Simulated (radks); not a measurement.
Results of a calculation; reference values are marked as such.
Valence configurations of Pm (all share [Xe]). Level of theory: Dirac Kohn-Sham, LDA (Slater exchange, Perdew-Wang correlation), spin-unpolarised, spherical densities, point nucleus; open shells are shared between the two j in proportion to 2j + 1 (a radial shooting solver on a logarithmic mesh with Libxc functionals). Order these by energy: 4f3 6s2 6p2; 4f2.5 6s1.5 6p3; 4f5 6s2; 4f3.5 6s1.5 6p2; 4f4 5d2 6s1; 4f5 5d1 6s1; 4f4.5 5d0.5 6s2; 4f3 6s1.5 6p2.5; 4f3.5 5d1.5 6s2.

Answer. From the lowest, in eV above it: 4f5 6s2 0.000; 4f4.5 5d0.5 6s2 0.681; 4f5 5d1 6s1 1.862; 4f4 5d2 6s1 3.754; 4f3.5 5d1.5 6s2 5.423; 4f3.5 6s1.5 6p2 11.773; 4f3 6s2 6p2 17.725; 4f3 6s1.5 6p2.5 19.638; 4f2.5 6s1.5 6p3 29.955. NIST lists [Xe] 4f5 6s2 as the ground configuration; this level of theory agrees among the configurations tried. The energies are those of spherical spin-averaged densities, not of single terms. No valid solution was reached for [Xe] 4f6 6s1.
